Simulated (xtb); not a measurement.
xtb input for CH₆MoN₂O, SMILES [O]=[Mo]([CH3])(=[NH])[NH2], multiplicity 1, GFN2-xTB. 

```
$ xtb mol.xyz --gfn 2 --sp --chrg 0 --uhf 0 --json
$ cat mol.xyz
11

Mo     0.11103164     0.02314740    -0.10752354
O      1.66124330     0.17135001     0.41882694
N     -0.29247372    -1.07320979    -1.38982486
H     -0.25637749    -1.75163667    -2.14515911
N     -0.84842634     1.66303377    -0.23529041
H     -0.54060184     2.51337913     0.24637438
H     -1.61976925     1.92880162    -0.85092081
C     -0.78388966    -0.95839023     1.58855026
H     -0.33285461    -1.93443455     1.80487082
H     -1.86198695    -1.13000021     1.46122080
H     -0.65204648    -0.34752662     2.49349241
```

Output:

```
[banner left out]
          |                Calculation Setup                |
           -------------------------------------------------



           -------------------------------------------------
          |                 G F N 2 - x T B                 |
           -------------------------------------------------

        Reference                      10.1021/acs.jctc.8b01176
      * Hamiltonian:
        H0-scaling (s, p, d)           1.850000    2.230000    2.230000
        zeta-weighting                 0.500000
      * Dispersion:
        s8                             2.700000
        a1                             0.520000
        a2                             5.000000
        s9                             5.000000
      * Repulsion:
        kExp                           1.500000    1.000000
        rExp                           1.000000
      * Coulomb:
        alpha                          2.000000
        third order                    shell-resolved
        anisotropic                    true
        a3                             3.000000
        a5                             4.000000
        cn-shift                       1.200000
        cn-exp                         4.000000
        max-rad                        5.000000


          ...................................................
          :                      SETUP                      :
          :.................................................:
          :  # basis functions                  32          :
          :  # atomic orbitals                  31          :
          :  # shells                           17          :
          :  # electrons                        32          :
          :  max. iterations                   250          :
          :  Hamiltonian                  GFN2-xTB          :
          :  restarted?                      false          :
          :  GBSA solvation                  false          :
          :  PC potential                    false          :
          :  electronic temp.          300.0000000     K    :
          :  accuracy                    1.0000000          :
          :  -> integral cutoff          0.2500000E+02      :
          :  -> integral neglect         0.1000000E-07      :
          :  -> SCF convergence          0.1000000E-05 Eh   :
          :  -> wf. convergence          0.1000000E-03 e    :
          :  Broyden damping             0.4000000          :
          :  net charge                          0          :
          :  unpaired electrons                  0          :
          ...................................................

 iter      E             dE          RMSdq      gap      omega  full diag
   1    -15.4294289 -0.154294E+02  0.178E+01    2.37       0.0  T
   2    -15.6082468 -0.178818E+00  0.253E+01    5.66       1.0  T
   3    -16.9140218 -0.130578E+01  0.102E+01    3.97       1.0  T
   4    -17.2900181 -0.375996E+00  0.468E+00    3.49       1.0  T
   5    -17.3424022 -0.523841E-01  0.255E+00    3.26       1.0  T
   6    -17.3620342 -0.196319E-01  0.145E+00    3.14       1.0  T
   7    -17.3538106  0.822360E-02  0.200E+00    2.77       1.0  T
   8    -17.3615589 -0.774832E-02  0.860E-01    2.89       1.0  T
   9    -17.3651548 -0.359595E-02  0.155E-01    2.98       1.0  T
  10    -17.3651924 -0.375750E-04  0.904E-02    2.98       1.0  T
  11    -17.3652248 -0.323966E-04  0.321E-02    2.99       1.0  T
  12    -17.3652220  0.279798E-05  0.496E-02    2.99       1.0  T
  13    -17.3652278 -0.581812E-05  0.118E-02    2.99       2.6  T
  14    -17.3652280 -0.207947E-06  0.338E-03    2.99       8.9  T
  15    -17.3652281 -0.340752E-07  0.652E-04    2.99      46.2  T
  16    -17.3652281  0.683062E-09  0.697E-04    2.99      43.2  T

   *** convergence criteria satisfied after 16 iterations ***

         #    Occupation            Energy/Eh            Energy/eV
      -------------------------------------------------------------
         1        2.0000           -0.6441106             -17.5271
       ...           ...                  ...                  ...
        10        2.0000           -0.4372402             -11.8979
        11        2.0000           -0.4311732             -11.7328
        12        2.0000           -0.4237908             -11.5319
        13        2.0000           -0.4148881             -11.2897
        14        2.0000           -0.4051637             -11.0251
        15        2.0000           -0.3884925             -10.5714
        16        2.0000           -0.3725464             -10.1375 (HOMO)
        17                         -0.2625695              -7.1449 (LUMO)
        18                         -0.2176036              -5.9213
        19                         -0.1827016              -4.9716
        20                         -0.1501669              -4.0862
        21                         -0.1115667              -3.0359
       ...                                ...                  ...
        31                          0.6533397              17.7783
      -------------------------------------------------------------
                  HL-Gap            0.1099769 Eh            2.9926 eV
             Fermi-level           -0.3175580 Eh           -8.6412 eV

 SCC (total)                   0 d,  0 h,  0 min,  0.026 sec
 SCC setup                      ...        0 min,  0.001 sec (  4.368%)
 Dispersion                     ...        0 min,  0.001 sec (  2.553%)
 classical contributions        ...        0 min,  0.000 sec (  0.136%)
 integral evaluation            ...        0 min,  0.003 sec ( 11.231%)
 iterations                     ...        0 min,  0.017 sec ( 65.616%)
 molecular gradient             ...        0 min,  0.004 sec ( 15.030%)
 printout                       ...        0 min,  0.000 sec (  0.931%)

         :::::::::::::::::::::::::::::::::::::::::::::::::::::
         ::                     SUMMARY                     ::
         :::::::::::::::::::::::::::::::::::::::::::::::::::::
         :: total energy             -17.197442307251 Eh    ::
         :: gradient norm              0.000306413273 Eh/a0 ::
         :: HOMO-LUMO gap              2.992622579837 eV    ::
         ::.................................................::
         :: SCC energy               -17.365213160527 Eh    ::
         :: -> isotropic ES            0.095411389151 Eh    ::
         :: -> anisotropic ES          0.007581927698 Eh    ::
         :: -> anisotropic XC          0.007951240002 Eh    ::
         :: -> dispersion             -0.006849338917 Eh    ::
         :: repulsion energy           0.167770853276 Eh    ::
         :: add. restraining           0.000000000000 Eh    ::
         :: total charge              -0.000000000000 e     ::
         :::::::::::::::::::::::::::::::::::::::::::::::::::::

           -------------------------------------------------
          |                Property Printout                |
           -------------------------------------------------

    * Orbital Energies and Occupations

         #    Occupation            Energy/Eh            Energy/eV
      -------------------------------------------------------------
         1        2.0000           -0.6441106             -17.5271
       ...           ...                  ...                  ...
         4        2.0000           -0.5752016             -15.6520
         5        2.0000           -0.5419740             -14.7479
         6        2.0000           -0.4945429             -13.4572
         7        2.0000           -0.4788573             -13.0304
         8        2.0000           -0.4776922             -12.9987
         9        2.0000           -0.4554253             -12.3928
        10        2.0000           -0.4372402             -11.8979
        11        2.0000           -0.4311732             -11.7328
        12        2.0000           -0.4237908             -11.5319
        13        2.0000           -0.4148881             -11.2897
        14        2.0000           -0.4051637             -11.0251
        15        2.0000           -0.3884925             -10.5714
        16        2.0000           -0.3725464             -10.1375 (HOMO)
        17                         -0.2625695              -7.1449 (LUMO)
        18                         -0.2176036              -5.9213
        19                         -0.1827016              -4.9716
        20                         -0.1501669              -4.0862
        21                         -0.1115667              -3.0359
        22                         -0.0426167              -1.1597
        23                          0.0730132               1.9868
        24                          0.1010975               2.7510
        25                          0.1405444               3.8244
        26                          0.1928528               5.2478
        27                          0.1969026               5.3580
       ...                                ...                  ...
        31                          0.6533397              17.7783
      -------------------------------------------------------------
                  HL-Gap            0.1099769 Eh            2.9926 eV
             Fermi-level           -0.3175580 Eh           -8.6412 eV

     #   Z          covCN         q      C6AA      α(0)
     1  42 Mo       3.426     0.772   355.938    45.392
     2   8 O        0.804    -0.512    24.070     6.576
     3   7 N        1.717    -0.468    33.237     8.527
     4   1 H        0.860     0.183     1.195     1.713
     5   7 N        2.574    -0.389    30.091     8.147
     6   1 H        0.863     0.195     1.131     1.666
     7   1 H        0.861     0.195     1.133     1.667
     8   6 C        3.674    -0.201    24.732     7.127
     9   1 H        0.924     0.083     1.947     2.182
    10   1 H        0.924     0.071     2.079     2.255
    11   1 H        0.924     0.070     2.085     2.258

 Mol. C6AA /au·bohr⁶  :       2174.847483
 Mol. C8AA /au·bohr⁸  :     105150.599042
 Mol. α(0) /au        :         87.508902


Wiberg/Mayer (AO) data.
largest (>0.10) Wiberg bond orders for each atom

 ---------------------------------------------------------------------------
     #   Z sym  total        # sym  WBO       # sym  WBO       # sym  WBO
 ---------------------------------------------------------------------------
     1  42 Mo   7.092 --     3 N    2.218     2 O    2.097     5 N    1.339
                             8 C    1.064
     2   8 O    2.329 --     1 Mo   2.097     3 N    0.106
     3   7 N    3.340 --     1 Mo   2.218     4 H    0.900     2 O    0.106
     4   1 H    0.966 --     3 N    0.900
     5   7 N    3.296 --     1 Mo   1.339     7 H    0.898     6 H    0.894
     6   1 H    0.962 --     5 N    0.894
     7   1 H    0.962 --     5 N    0.898
     8   6 C    3.951 --     1 Mo   1.064     9 H    0.920    11 H    0.918
                            10 H    0.916
     9   1 H    0.993 --     8 C    0.920
    10   1 H    0.995 --     8 C    0.916
    11   1 H    0.995 --     8 C    0.918
 ---------------------------------------------------------------------------

Topologies differ in total number of bonds
Writing topology from bond orders to xtbtopo.mol

molecular dipole:
                 x           y           z       tot (Debye)
 q only:       -1.536       0.486       0.080
   full:       -1.694       1.011       0.215       5.045
molecular quadrupole (traceless):
                xx          xy          yy          xz          yz          zz
 q only:       -6.109      -2.493       5.127      -2.119      -1.370       0.982
  q+dip:       -7.608      -3.083       6.661      -1.734      -0.540       0.947
   full:       -7.601      -3.169       6.784      -1.672      -0.597       0.817
Note: The following floating-point exceptions are signalling: IEEE_UNDERFLOW_FLAG IEEE_DENORMAL
normal termination of xtb


           -------------------------------------------------
          | TOTAL ENERGY              -17.197442307251 Eh   |
          | GRADIENT NORM               0.000306413273 Eh/α |
          | HOMO-LUMO GAP               2.992622579837 eV   |
           -------------------------------------------------

------------------------------------------------------------------------
------------------------------------------------------------------------
 total:
 SCF:
```

Self-consistency was reached.
